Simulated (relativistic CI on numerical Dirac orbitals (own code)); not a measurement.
Inner-shell lines of Ho⁴⁹⁺

Method of calculation: Dirac-Coulomb-Breit CI, orbitals from a KLI potential per configuration, model QED, valence Slater integrals scaled by 0.85 (own radial code, finite nucleus).

Configurations in the expansion (outside the closed core 1s2 2s2 3s2 3p6): 2p⁶, 2p⁵3d, 2p⁵4s, 2p⁵4d. Levels of other configurations are missing.

The table holds the strongest lines. The upper levels have an inner-shell vacancy. Auger decay, open to those above the ionisation limit, is not computed, and radiative decays to configurations outside the model are missing too. Absolute energies can be off by a few tenths of a per cent, and at this charge the scaling can make term splittings too narrow, so close lines can change order. LS names give the leading component, which can be well under half, for lower levels too. Brackets number the levels in order of energy.

```csv
λ (Å),Upper,Lower,A (s⁻¹),gA (s⁻¹)
1.77066,2p⁵3d ³P°1 [3],2p⁶ ¹S0 [1],3.61e+13,1.08e+14
1.75059,2p⁵3d ¹P°1 [9],2p⁶ ¹S0 [1],1.59e+15,4.76e+15
1.573,2p⁵3d ³D°1 [11],2p⁶ ¹S0 [1],9.72e+14,2.92e+15
1.41735,2p⁵4s ¹P°1 [15],2p⁶ ¹S0 [1],2.49e+13,7.47e+13
1.37867,2p⁵4d ³P°1 [17],2p⁶ ¹S0 [1],1.34e+13,4.01e+13
1.37428,2p⁵4d ¹P°1 [23],2p⁶ ¹S0 [1],5.54e+14,1.66e+15
1.29016,2p⁵4s ³P°1 [25],2p⁶ ¹S0 [1],8.45e+12,2.53e+13
1.25716,2p⁵4d ³D°1 [27],2p⁶ ¹S0 [1],3.28e+14,9.85e+14
```
